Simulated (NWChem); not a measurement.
System: TaHSOF2; SMILES [F][Ta](=[S])([OH])[F]

NWChem input:

```
start job
memory heap 200 mb stack 900 mb global 1100 mb
geometry units angstroms noautoz
  Ta     0.067496     0.111132     0.000000
  S      0.017481    -2.046047     0.000000
  F      0.937374     0.684636     1.558168
  F      0.937374     0.684636    -1.558168
  O     -1.701118     0.730974     0.000000
  H     -2.587295     0.355260     0.000000
end
basis spherical
  Ta library def2-svp
  S library def2-svp
  F library def2-svp
  O library def2-svp
  H library def2-svp
end
ecp
  Ta library def2-ecp
end
dft
  xc xcamb88 1.00 lyp 0.81 vwn_5 0.19 hfexch 1.00
  cam 0.33 cam_alpha 0.19 cam_beta 0.46
  iterations 150
  mulliken
end
task dft energy
```

Excerpt of the output:

```
             Northwest Computational Chemistry Package (NWChem) 7.3.0
             --------------------------------------------------------

 CS  symmetry detected

                             Geometry "geometry" -> ""
                             -------------------------

 Output coordinates in angstroms (scale by  1.889725989 to convert to a.u.)

  No.       Tag          Charge          X              Y              Z
 ---- ---------------- ---------- -------------- -------------- --------------
    1 Ta                  73.0000     0.00761267    -0.16437895     0.00000000
    2 S                   16.0000     0.07809763     1.99222825     0.00000000
    3 F                    9.0000     0.84411903    -0.78554856     1.55816800
    4 F                    9.0000     0.84411903    -0.78554856    -1.55816800
    5 O                    8.0000    -1.79284536    -0.68452360     0.00000000
    6 H                    1.0000    -2.65666670    -0.25992569     0.00000000

 Effective nuclear repulsion energy (a.u.)     951.9320242749

      Symmetry information
      --------------------

 Group name             Cs
 Group number              2
 Group order               2
 No. of unique centers     5

                                 NWChem DFT Module
                                 -----------------

 Summary of "ao basis" -> "ao basis" (spherical)
 ------------------------------------------------------------------------------
       Tag                 Description            Shells   Functions and Types
 ---------------- ------------------------------  ------  ---------------------
 Ta                         def2-svp                12       32   6s3p2d1f
 S                          def2-svp                 8       18   4s3p1d
 F                          def2-svp                 6       14   3s2p1d
 O                          def2-svp                 6       14   3s2p1d
 H                          def2-svp                 3        5   2s1p

      Symmetry analysis of basis
      --------------------------

        a'         63
        a"         34

            General Information
            -------------------
          SCF calculation type: DFT
          Wavefunction type:  closed shell.
          No. of atoms     :     6
          No. of electrons :    56
           Alpha electrons :    28
            Beta electrons :    28
          Charge           :     0
          Spin multiplicity:     1
          Use of symmetry is: on ; symmetry adaption is: on
          Maximum number of iterations: 150
          AO basis - number of functions:    97
                     number of shells:    41
          Convergence on energy requested:  1.00D-06
          Convergence on density requested:  1.00D-05
          Convergence on gradient requested:  5.00D-04

              XC Information
              --------------
                     Hartree-Fock (Exact) Exchange  1.000
                   CAM-Becke88 Exchange Functional  1.000
                      VWN V Correlation Functional  0.190 local
              Lee-Yang-Parr Correlation Functional  0.810

           Range-Separation Parameters
           ---------------------------
           Alpha           :  0.19
           Beta            :  0.46
           Gamma           :  0.33
           Short-Range HF  :     F

             Grid Information
             ----------------
          Grid used for XC integration:  medium
          Radial quadrature: Mura-Knowles
          Angular quadrature: Lebedev.
          Tag              B.-S. Rad. Rad. Pts. Rad. Cut. Ang. Pts.
          ---              ---------- --------- --------- ---------
          Ta                  1.45      123           9.0       590
          S                   1.00       88          10.0       590
          F                   0.50       49          10.0       434
          O                   0.60       49           9.0       434
          H                   0.35       45          11.0       434
          Grid pruning is: on
          Number of quadrature shells:   354
          Spatial weights used:  Erf1

      Superposition of Atomic Density Guess
      -------------------------------------

 Sum of atomic energies:        -733.04142895

      Non-variational initial energy
      ------------------------------

 Total energy =    -727.517358
 1-e energy   =   -1551.044249
 2-e energy   =     559.373003
 HOMO         =      -0.350942
 LUMO         =      -0.011815

      Symmetry analysis of molecular orbitals - initial
      -------------------------------------------------

  Numbering of irreducible representations:

     1 a'          2 a"

  Orbital symmetries:

     1 a'          2 a'          3 a"          4 a'          5 a'
     6 a'          7 a'          8 a"          9 a'         10 a"
    11 a'         12 a'         13 a'         14 a"         15 a'
    16 a'         17 a'         18 a'         19 a"         20 a"
    21 a'         22 a'         23 a"         24 a'         25 a"
    26 a'         27 a"         28 a'         29 a'         30 a'
    31 a"         32 a'         33 a'         34 a"         35 a'
    36 a"         37 a'         38 a'

     ---------------------------------------------
      Total Density - Mulliken Population Analysis
     ---------------------------------------------

    Atom       Charge   Shell Charges
 -----------   ------   -------------------------------------------------------
    1 Ta  13    10.20   0.03 -0.32  1.77  0.54  0.32  0.05  5.48  0.59  0.15  1.17  0.27  0.14
    2 S   16    17.02   2.00  1.99  1.24  0.68  5.94  2.00  3.15  0.02
    3 F    9     9.65   1.99  1.15  0.79  3.55  2.15  0.00
    4 F    9     9.65   1.99  1.15  0.79  3.55  2.15  0.00
    5 O    8     8.84   1.99  1.10  0.65  3.14  1.96  0.00
    6 H    1     0.64   0.52  0.06  0.06

   convergence    iter        energy       DeltaE   RMS-Dens  Diis-err
 ---------------- ----- ----------------- --------- --------- ---------
 d= 0,ls=0.0,diis     1   -730.1701290270 -9.94D+02  3.68D-02  2.65D+00
 d= 0,ls=0.0,diis     2   -728.5178312954  1.65D+00  2.61D-02  1.82D+01
 d= 0,ls=0.0,diis     3   -730.5151812286 -2.00D+00  4.17D-03  1.81D-01
 d= 0,ls=0.0,diis     4   -730.5231451268 -7.96D-03  2.07D-03  7.65D-02
 d= 0,ls=0.0,diis     5   -730.5334514060 -1.03D-02  1.77D-04  3.22D-04
  Resetting Diis
 d= 0,ls=0.0,diis     6   -730.5334924564 -4.11D-05  7.38D-05  5.32D-05
 d= 0,ls=0.0,diis     7   -730.5334994905 -7.03D-06  4.84D-05  1.68D-05
 d= 0,ls=0.0,diis     8   -730.5334979865  1.50D-06  2.70D-05  3.85D-05
 d= 0,ls=0.0,diis     9   -730.5335014408 -3.45D-06  7.61D-06  7.18D-08
 d= 0,ls=0.0,diis    10   -730.5335014873 -4.66D-08  2.49D-06  1.84D-08

         Total DFT energy =     -730.533501487327
      One electron energy =    -1554.403237194185
           Coulomb energy =      621.952203887345
    Exchange-Corr. energy =      -62.236356619919
 Nuclear repulsion energy =      264.153888439431

 Numeric. integr. density =       56.000005927196

                  Occupations of the irreducible representations
                  ----------------------------------------------

                     irrep           alpha         beta
                     --------     --------     --------
                     a'               19.0         19.0
                     a"                9.0          9.0

                       DFT Final Molecular Orbital Analysis
                       ------------------------------------

 Vector   26  Occ=2.000000D+00  E=-3.790353D-01  Symmetry=a'
              MO Center=  4.8D-02,  1.6D+00,  5.9D-12, r^2= 2.4D+00
   Bfn.  Coefficient  Atom+Function         Bfn.  Coefficient  Atom+Function
  ----- ------------  ---------------      ----- ------------  ---------------
    44      0.477845  2 S  py                41      0.400212  2 S  py
    20      0.314965  1 Ta d  2               5     -0.257297  1 Ta s
     3      0.249462  1 Ta s                 38      0.231438  2 S  py
    18      0.200513  1 Ta d  0              35      0.175109  2 S  s
     8      0.167856  1 Ta py                 2     -0.145895  1 Ta s

 Vector   27  Occ=2.000000D+00  E=-3.404217D-01  Symmetry=a'
              MO Center=  2.1D-02,  1.5D+00, -1.7D-11, r^2= 2.3D+00
   Bfn.  Coefficient  Atom+Function         Bfn.  Coefficient  Atom+Function
  ----- ------------  ---------------      ----- ------------  ---------------
    43      0.513380  2 S  px                40      0.395284  2 S  px
    16      0.309644  1 Ta d -2              37      0.225717  2 S  px
    83      0.121981  5 O  py                 7     -0.112354  1 Ta px
    13      0.109691  1 Ta px                81     -0.104509  5 O  s
    86      0.085159  5 O  py                21      0.071011  1 Ta d -2

 Vector   28  Occ=2.000000D+00  E=-3.377913D-01  Symmetry=a"
              MO Center=  9.1D-02,  1.5D+00,  1.2D-11, r^2= 2.2D+00
   Bfn.  Coefficient  Atom+Function         Bfn.  Coefficient  Atom+Function
  ----- ------------  ---------------      ----- ------------  ---------------
    45      0.526510  2 S  pz                42      0.400249  2 S  pz
    17      0.288675  1 Ta d -1              39      0.228709  2 S  pz
     9     -0.125032  1 Ta pz                55      0.085775  3 F  py
    69     -0.085775  4 F  py                15      0.083901  1 Ta pz
    56      0.074162  3 F  pz                70      0.074162  4 F  pz

[...]
```

Level: CAM-B3LYP/def2-SVP with def2 effective core potentials on Ta. Structure relaxed at the PBE0/def2-SVP level. def2 effective core potentials on Ta; no spin-orbit coupling.
